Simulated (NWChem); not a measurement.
C4H12Ge; SMILES C[C](C)([GeH3])C

All runs: NWChem. Each level has its own optimisation.

For level Hartree-Fock/STO-3G:

```
Property    Result
----------  ------
r Ge–H (Å)   1.432
dipole (D)    0.14
```

### Question
How do the values read with level B3LYP/3-21G instead?

### Answer
The r Ge–H (Å) comes out as 1.549 and the dipole (D) is 0.82.
